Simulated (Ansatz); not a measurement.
One change: `CC1O[SiH2]1` becomes `[TeH]C1O[SiH2]1`.

Ansatz, PBE0-D4/def2-TZVP geometries, multiplicity 1. 

Elements past krypton have def2 core potentials.

```
                                          property  `CC1O[SiH2]1`
             HOMO energy (ωB97M-V/def2-TZVPP) / eV          -9.53
size of the dipole moment (ωB97M-V/def2-TZVPP) / D           1.84
               HOMO energy (B3LYP/def2-TZVPP) / eV          -7.11
                 LUMO energy (PBE/def2-TZVPP) / eV          -1.30
                 HOMO energy (PBE/def2-TZVPP) / eV          -6.10
               LUMO energy (B3LYP/def2-TZVPP) / eV          -0.70
```

What does the change do to each property? (Estimate.)

The calculation gave: 
```csv
property,`[TeH]C1O[SiH2]1`,shift
HOMO energy (ωB97M-V/def2-TZVPP) / eV,-8.37,1.16
size of the dipole moment (ωB97M-V/def2-TZVPP) / D,2.17,0.33
HOMO energy (B3LYP/def2-TZVPP) / eV,-6.06,1.05
LUMO energy (PBE/def2-TZVPP) / eV,-2.01,-0.71
HOMO energy (PBE/def2-TZVPP) / eV,-5.26,0.84
LUMO energy (B3LYP/def2-TZVPP) / eV,-1.41,-0.71
```

With PBE0 the HOMO rises by 1.04 eV and the LUMO falls by 0.74 eV, so the gap narrows by about 1.78 eV. PBE moves the HOMO by 0.84 eV and ωB97M-V by 1.16 eV. Dipoles are sizes alone; their direction can turn.

B3LYP here is the variant with VWN-RPA as its local correlation; programs differ in this.

Spin–orbit coupling is left out; it splits and shifts lone-pair levels of the heavy atoms by tenths of an eV.
